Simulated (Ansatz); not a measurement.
Calculated with Ansatz (gas phase, PBE0-D4/def2-TZVP geometries, no zero-point term in ΔE). CCSD(T)/CBS adds triple-zeta CCSD(T) − MP2 to the extrapolated MP2 energy (def2 sets, frozen cores). This one scheme is used for every species, atoms too. Functionals use def2-TZVPP. B3LYP here is the variant with VWN-RPA as its local correlation; programs differ in this. HSE06 is defined as in plane-wave codes. Open shells (•) are unrestricted, without spin–orbit coupling. Spin–orbit coupling would lower the free atoms: a little for O; strongly for Sn. def2 core potentials past Kr. For Sn outer-core shells are correlated without core-valence functions, so the limit isn't a true one: a few kJ/mol of doubt a bond, and 10 to 20 or more in all where bonds break to atoms. One conformer a species, not always the lowest.

Reaction (atomization): `[OH][SnH][OH]`• → 3 H• + 2 O• + Sn•

```tsv
level	ΔE (eV)	difference from CCSD(T)/CBS
LDA (SPW92)	22.12	3.25
PBE-D4	19.09	0.22
BLYP-D4	18.85	-0.02
r2SCAN-D4	18.74	-0.13
B97M-V	18.81	-0.06
PBE0-D4	18.26	-0.61
B3LYP-D4	18.53	-0.34
r2SCANh-D4	18.44	-0.43
r2SCAN0-D4	18.01	-0.86
HSE06-D4	18.28	-0.59
BHLYP-D4	17.46	-1.41
CAM-B3LYP-D4	18.67	-0.20
ωB97M-V	18.61	-0.26
B2PLYP	18.35	-0.52
PBE-QIDH	18.08	-0.79
PBE	18.99	0.12
revPBE	18.17	-0.70
BLYP	18.65	-0.22
r2SCAN	18.72	-0.15
PBE0	18.19	-0.68
B3LYP	18.38	-0.49
r2SCANh	18.41	-0.46
r2SCAN0	17.98	-0.89
HSE06	18.20	-0.67
BHLYP	17.34	-1.53
CAM-B3LYP	18.59	-0.28
LC-ωPBE	18.43	-0.44
HF/def2-SVP	11.09	-7.78
MP2/def2-SVP	17.09	-1.78
CCSD/def2-SVP	16.39	-2.48
HF/def2-TZVPP	11.64	-7.23
SCS-MP2/def2-TZVPP	18.27	-0.60
CCSD/def2-TZVPP	17.67	-1.20
CCSD(T)/def2-TZVPP	18.09	-0.78
HF/def2-QZVPP	11.73	-7.14
MP2/def2-QZVPP	18.93	0.06
SCS-MP2/def2-QZVPP	18.80	-0.07
HF/CBS(def2)	11.74	-7.13
MP2/CBS(def2)	19.23	0.36
CCSD/CBS(def2)	18.45	-0.42
CCSD(T)/CBS	18.87	0
```

Largest T1 diagnostic among the species: 0.018.

The D4 term adds +0.15 eV with B3LYP and +0.08 eV with PBE0; it sums over pairs of atoms, weighted by their polarisabilities, and B3LYP, whose exchange is more repulsive, gets the larger term. From r2SCAN to r2SCAN0 (25 % exact exchange), in def2-TZVPP and without D4, ΔE moves by −0.73 eV: exact exchange takes away binding that semilocal exchange gives to molecules. At CCSD(T), def2-SVP lies −2.24 eV from the extrapolated value and def2-TZVPP −0.78 eV: correlation converges slowly with the basis, and small sets miss more of it in the bonded molecule than in its fragments.

For atomizations the MP2-based limit and the directly extrapolated one differ by several kJ/mol either way, and by 10 to 25 for some Ge, Se and Sn compounds, so smaller differences from it don't rank the levels.
